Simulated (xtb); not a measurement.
toluene (C$_{7}$H$_{8}$), singlet, at a GFN2-xTB geometry; GFN2-xTB with ALPB(thf) in xtb.

The xtb input:
```
$ xtb mol.xyz --gfn 2 --alpb thf --json

# file mol.xyz
15

C     -2.40086058    -0.09333299     0.00287654
C     -0.90310304    -0.03213082     0.01258411
C     -0.14905476    -1.18803972     0.17321116
C      1.23334540    -1.13853421     0.16179918
C      1.88389926     0.07115816    -0.01104130
C      1.14274994     1.22892996    -0.17247358
C     -0.23981835     1.17593459    -0.16064234
H     -2.83101932     0.85466805     0.31763844
H     -2.76119532    -0.88112676     0.66079913
H     -2.75785471    -0.30813533    -1.00516742
H     -0.65136123    -2.13561436     0.30967508
H      1.80490058    -2.04648913     0.29002448
H      2.96325332     0.11146465    -0.01822171
H      1.64310795     2.17721408    -0.30647275
H     -0.81277845     2.08410875    -0.28615803
```

**Question.** Predict the main parts of the log of this xtb run.

**Answer.** 
```
   ID    Z sym.   atoms
    1    6 C      1-7
    2    1 H      8-15

           -------------------------------------------------
          |                Calculation Setup                |
           -------------------------------------------------

           -------------------------------------------------
          |                 G F N 2 - x T B                 |
           -------------------------------------------------

      * Solvation model:               ALPB
        Solvent                        thf
        Parameter file                 internal GFN2-xTB/ALPB
        Dielectric constant                7.6000E+00
        Reference state                gsolv [1 M gas/solution]
        Free energy shift                  5.3248E-03 Eh       3.3414E+00 kcal/mol
        Temperature                        2.9815E+02 K
        Density                            8.8300E-01 kg/L
        Solvent mass                       7.2106E+01 g/mol
        Interaction kernel             P16
        Born radius scaling (c1)           1.7311E+00
        Born radii integrator          GBOBC
        Born offset                        0.0000E+00 a0       0.0000E+00 AA
        H-bond correction              true
        Ion screening                  false
        Surface tension                    1.0000E-05 Eh       1.5569E+01 dyn/cm
        Grid points                               230 per atom

          ...................................................
          :                      SETUP                      :
          :.................................................:
          :  # basis functions                  36          :
          :  # atomic orbitals                  36          :
          :  # shells                           22          :
          :  # electrons                        36          :
          :  max. iterations                   250          :
          :  Hamiltonian                  GFN2-xTB          :
          :  restarted?                      false          :
          :  GBSA solvation                   true          :
          :  PC potential                    false          :
          :  electronic temp.          300.0000000     K    :
          :  accuracy                    1.0000000          :
          :  -> integral cutoff          0.2500000E+02      :
          :  -> integral neglect         0.1000000E-07      :
          :  -> SCF convergence          0.1000000E-05 Eh   :
          :  -> wf. convergence          0.1000000E-03 e    :
          :  Broyden damping             0.4000000          :
          :  net charge                          0          :
          :  unpaired electrons                  0          :
          ...................................................

 iter      E             dE          RMSdq      gap      omega  full diag
   1    -19.4136462 -0.194136E+02  0.421E+00    4.69       0.0  T
   2    -19.4229607 -0.931451E-02  0.252E+00    4.75       1.0  T
   3    -19.4214778  0.148288E-02  0.633E-01    4.62       1.0  T
   4    -19.4239170 -0.243922E-02  0.224E-01    4.70       1.0  T
   5    -19.4242427 -0.325710E-03  0.465E-02    4.70       1.0  T
   6    -19.4242484 -0.571516E-05  0.254E-02    4.69       1.0  T
   7    -19.4242496 -0.117220E-05  0.922E-03    4.69       2.8  T
   8    -19.4242498 -0.208659E-06  0.103E-03    4.69      25.0  T
   9    -19.4242498 -0.204227E-08  0.640E-04    4.69      40.4  T
  10    -19.4242498 -0.180833E-08  0.135E-04    4.69     191.2  T

   *** convergence criteria satisfied after 10 iterations ***

         :::::::::::::::::::::::::::::::::::::::::::::::::::::
         ::                     SUMMARY                     ::
         :::::::::::::::::::::::::::::::::::::::::::::::::::::
         :: total energy             -19.059066998308 Eh    ::
         :: total w/o Gsasa/hb       -19.050536957858 Eh    ::
         :: gradient norm              0.001517010932 Eh/a0 ::
[...]
        29                          0.2295956               6.2476
       ...                                ...                  ...
        36                          0.6705723              18.2472
      -------------------------------------------------------------
                  HL-Gap            0.1724679 Eh            4.6931 eV
             Fermi-level           -0.3022796 Eh           -8.2254 eV

     #   Z          covCN         q      C6AA      α(0)
     1   6 C        3.758    -0.119    22.836     6.813
     2   6 C        2.966     0.017    27.635     8.623
     3   6 C        2.926    -0.044    29.081     8.844
     4   6 C        2.919    -0.035    28.872     8.811
     5   6 C        2.920    -0.039    28.960     8.825
     6   6 C        2.919    -0.035    28.872     8.811
     7   6 C        2.925    -0.043    29.078     8.843
     8   1 H        0.925     0.047     2.360     2.403
     9   1 H        0.925     0.048     2.348     2.396
    10   1 H        0.924     0.055     2.264     2.353
    11   1 H        0.926     0.031     2.572     2.508
    12   1 H        0.926     0.030     2.593     2.518
    13   1 H        0.926     0.028     2.611     2.527
    14   1 H        0.926     0.029     2.594     2.518
    15   1 H        0.926     0.031     2.575     2.510

 Mol. C6AA /au·bohr⁶  :       2453.446499
 Mol. C8AA /au·bohr⁸  :      58763.041991
 Mol. α(0) /au        :         79.303088

Wiberg/Mayer (AO) data.
largest (>0.10) Wiberg bond orders for each atom

 ---------------------------------------------------------------------------
     #   Z sym  total        # sym  WBO       # sym  WBO       # sym  WBO
 ---------------------------------------------------------------------------
     1   6 C    3.996 --     2 C    1.026     8 H    0.982     9 H    0.981
                            10 H    0.966
     2   6 C    3.989 --     7 C    1.412     3 C    1.410     1 C    1.026
                             5 C    0.110
     3   6 C    3.992 --     4 C    1.448     2 C    1.410    11 H    0.970
                             6 C    0.111
     4   6 C    3.993 --     3 C    1.448     5 C    1.437    12 H    0.971
                             7 C    0.111
     5   6 C    3.993 --     6 C    1.439     4 C    1.437    13 H    0.972
                             2 C    0.110
     6   6 C    3.993 --     7 C    1.446     5 C    1.439    14 H    0.971
                             3 C    0.111
     7   6 C    3.992 --     6 C    1.446     2 C    1.412    15 H    0.970
                             4 C    0.111
     8   1 H    0.998 --     1 C    0.982
     9   1 H    0.997 --     1 C    0.981
    10   1 H    0.997 --     1 C    0.966
    11   1 H    0.999 --     3 C    0.970
    12   1 H    0.999 --     4 C    0.971
    13   1 H    0.999 --     5 C    0.972
    14   1 H    0.999 --     6 C    0.971
    15   1 H    0.999 --     7 C    0.970
 ---------------------------------------------------------------------------

Topologies differ in total number of bonds
Writing topology from bond orders to xtbtopo.mol

molecular dipole:
                 x           y           z       tot (Debye)
 q only:       -0.269      -0.017      -0.016
   full:       -0.259      -0.018      -0.024       0.662
molecular quadrupole (traceless):
                xx          xy          yy          xz          yz          zz
 q only:        1.634       0.104       0.006       0.122      -0.232      -1.640
  q+dip:        2.960       0.085       2.215       0.173      -1.058      -5.176
   full:        1.945       0.099       0.830       0.175      -0.512      -2.775

           -------------------------------------------------
          | TOTAL ENERGY              -19.059066998308 Eh   |
          | GRADIENT NORM               0.001517010932 Eh/α |
          | HOMO-LUMO GAP               4.693090420317 eV   |
           -------------------------------------------------

normal termination of xtb
```
